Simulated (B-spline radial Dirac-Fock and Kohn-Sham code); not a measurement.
K-line shifts caused by a second vacancy in Ru⁷⁺

System: Ru⁷⁺, [Kr] 4d1.

Method: ΔSCF Dirac-Fock with Breit, self-energy and vacuum polarisation, finite nucleus, configuration average. Computed with a radial atomic solver. Each two-hole energy is an average over J within one jj subconfiguration, not an observable level; in light atoms, where LS coupling holds, the j-resolved values are not observed lines, and for a K spectator the Kα1 hypersatellite is nearly forbidden. Electron correlation is not included.

Lines without a spectator: Kα2 (K-L2) 19147.6 eV, Kα1 (K-L3) 19276.6 eV, Kβ3 (K-M2) 21632.5 eV, Kβ1 (K-M3) 21655.1 eV. Shifts in eV with one spectator hole (a dash: not computed, or left out as unreliable):

```csv
spectator hole,Kα2,Kα1,Kβ3,Kβ1
L2 (2p1/2),+52.5,+65.6,–,+142.0
L3 (2p3/2),+53.6,+53.1,+129.1,–
M2 (3p1/2),–,+6.83,+16.59,+20.21
M3 (3p3/2),+5.32,–,+17.76,+17.19
M4 (3d3/2),+0.59,-1.60,–,–
M5 (3d5/2),-1.94,-0.39,–,–
```

Q: Where does the K-L3 hypersatellite lie, emitted when both K electrons are missing?

A: +505.6 eV from the normal line, at 19782.2 eV. Removing both K electrons costs 45187.2 eV, which is 692.4 eV more than twice the K binding energy.

With n spectator holes in 2p, averaged over the 2p shell (energies in eV):

| n | KαLⁿ | step | hypersatellite KαʰLⁿ |
| --- | --- | --- | --- |
| 0 | 19233.6 | – | 19735.1 |
| 1 | 19290.1 | +56.5 | 19793.1 |
| 2 | 19347.9 | +57.8 | 19852.3 |
| 3 | 19406.9 | +59.0 | 19912.7 |
| 4 | 19467.2 | +60.3 | 19974.4 |
| 5 | 19528.8 | +61.6 | 20037.4 |
